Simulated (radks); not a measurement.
Task: Isoelectronic series with 35 electrons, all held in the configuration [Ar] 3d10 4s2 4p5, which need not be the ground one along the series. All-electron calculation, Dirac Kohn-Sham, PBE, spin-unpolarised, spherical densities, finite nucleus; open shells fill j = l - 1/2 first; Fermi nuclear charge, rms radius of each element as measured or else 0.836 A^(1/3) + 0.57 fm. Program: a radial shooting solver on a logarithmic mesh with Libxc functionals. Total energies (hartree) and mean radii <r> (bohr):

ion,E (hartree),4p3/2,4p1/2
Br,-2606.57661,2.124,2.074
Kr+,-2789.93923,1.842,1.805
Rb2+,-2980.26972,1.648,1.617
Sr3+,-3177.57056,1.501,1.474
Zr5+,-3593.13692,1.288,1.264
Nb6+,-3811.44141,1.206,1.184

Estimate the row of Mo7+.

Result: E (hartree) -4036.79206; 4p3/2 1.136; 4p1/2 1.114.
